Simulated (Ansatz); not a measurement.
The same ligand exchange along the group F, Cl, Br.

Gas-phase electronic energies from Ansatz, PBE0-D4/def2-TZVP geometries. CCSD(T)/CBS adds triple-zeta CCSD(T) − MP2 to the extrapolated MP2 energy (def2 sets, frozen cores). This one scheme is used for every species. Functionals use def2-TZVPP. For Br outer-core shells are correlated without core-valence functions, which leaves a few kJ/mol of doubt a bond. Scalar relativity is left out up to krypton. Each species was taken in one conformer, which may not be the lowest.

```json
{"reaction": "`F[Si]N([SiH3])[SiH3]` + H₂S → `F[Si]S` + `[SiH3]N[SiH3]`", "r2SCAN-D4 (kJ/mol)": "17", "CCSD/CBS(def2) (kJ/mol)": "23", "CCSD(T)/def2-SVP (kJ/mol)": "31"}
{"reaction": "`[SiH3]N([SiH3])[Si]Cl` + H₂S → `S[Si]Cl` + `[SiH3]N[SiH3]`", "r2SCAN-D4 (kJ/mol)": "4", "CCSD/CBS(def2) (kJ/mol)": "10", "CCSD(T)/def2-SVP (kJ/mol)": "22"}
{"reaction": "`[SiH3]N([SiH3])[Si]Br` + H₂S → `S[Si]Br` + `[SiH3]N[SiH3]`", "r2SCAN-D4 (kJ/mol)": "2", "CCSD/CBS(def2) (kJ/mol)": "9", "CCSD(T)/def2-SVP (kJ/mol)": "18"}
```

(1) Give the CCSD(T)/CBS values in the same order. (Estimate.)

Largest T1 diagnostic: 0.015, for `F[Si]S`.

Answers

(1) Ansatz gave: 24, 12, 11 kJ/mol.
